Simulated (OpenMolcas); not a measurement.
**Xe4+: effect of the basis set**

```json
{"Program": "OpenMolcas 26.06", "Method": "RASSCF", "Active space": "4 electrons in 9 orbitals (RAS2 5s 5p; RAS3 5d, at most 2 electrons)", "State averaging": "2S+1 = 3 even, 6 roots; 2S+1 = 1 even, 12 roots; 2S+1 = 5 odd, 1 root; 2S+1 = 3 odd, 9 roots; 2S+1 = 1 odd, 8 roots", "Spin-orbit coupling": "state interaction with AMFI integrals over the reference wave functions, term energies averaged over their components"}
```

A. ANO-R2 [7s6p4d2f1g], X2C, finite nucleus; cost about 20 core-seconds
B. ANO-RCC-VTZP [7s6p4d2f1g], DKH2, point nucleus; cost of the order of 50 core-seconds
C. ANO-RCC-VQZP [8s7p5d3f2g], DKH2, point nucleus; cost about 28 core-seconds
D. ANO-RCC [10s9p8d5f3g], DKH2, point nucleus; cost about 70 core-seconds

Energies in eV above 5s2 5p2 3P0, the measured ground level; measured values from Saloman, J. Phys. Chem. Ref. Data 33, 765 (2004).

```tsv
Level	A	B	C	D	Measured
5s2 5p2 3P0	0.0000	0.0000	0.0000	0.0000	0.0000
5s2 5p2 3P1	0.9446	0.9422	0.9400	0.9482	1.1520
5s2 5p2 3P2	1.6068	1.6044	1.5953	1.6064	1.7515
5s2 5p2 1D2	3.4116	3.4090	3.3859	3.4012	3.5225
5s2 5p2 1S0	5.5427	5.5389	5.5123	5.5309	5.5136
5s 5p3 5S* 2	10.2234	10.1894	10.1294	10.1278	11.4292
5s 5p3 3D* 1	13.8107	13.8004	13.7636	13.7648	14.2937
5s 5p3 3D* 2	13.8418	13.8310	13.7926	13.7949	14.3942
5s 5p3 3D* 3	14.2084	14.1965	14.1566	14.1617	14.8681
5s 5p3 3P* 0	16.1031	16.0956	16.0573	16.0634	16.5405
5s 5p3 3P* 1	16.2119	16.2041	16.1663	16.1743	16.6852
5s 5p3 3P* 2 [69 %]	16.2704	16.2615	16.2199	16.2325	16.7010
```

Deviations, from unrounded energies. A percentage is the sum of absolute deviations over the sum of measured energies, with the sign that they share, or ± where signs differ.

| Against measurement | Levels | A | B | C | D |
| --- | --- | --- | --- | --- | --- |
| mean absolute deviation (cm-1) | 11 | 3500 | 3500 | 3800 | 3700 |
| fine structure of the ground term (%) | 2 | -12.1 | -12.3 | -12.7 | -12.0 |
| other terms of the ground configuration (%) | 2 | ±1.5 | ±1.5 | -1.5 | ±1.5 |
| other configurations (%) | 7 | -4.0 | -4.1 | -4.4 | -4.4 |

A, B lie about equally close to measurement and C furthest from it. The largest miss of A in the table is 5s 5p3 5S* 2, by -9700 cm-1. The ranking rests on the paired levels alone, and a cruder setting can come out closer through cancelling errors.

Among A to D the level of the table that moves most is 5s 5p3 5S* 2, by 770 cm-1 (lowest in D, highest in A).

Configurations are named by rounded mean occupations; where the s occupation lies near a half they are strongly mixed, a name can repeat and a true partner stay unpaired. Active for correlation alone: 5d; no level in the range computed is led by a configuration that fills it, so any true level of that kind is missing. Some terms mix strongly with configurations of 5d, whose occupation reaches 0.50 (5s 5p3 1D*) (figures for A; the like holds for B, C, D). Measured partners are found by configuration, term and J. A level has none where our copy of the source lacks it or the pairing is in doubt (some pairs that miss far off the trend of their configuration count as doubtful), and it then counts in no deviation. Levels of configurations outside the active space are missing. The table leaves out levels that lie high or whose names do not pair safely across all columns.

A share in square brackets marks a mixed level and gives the weight of the term that names it, the lowest over the columns. * marks odd parity.
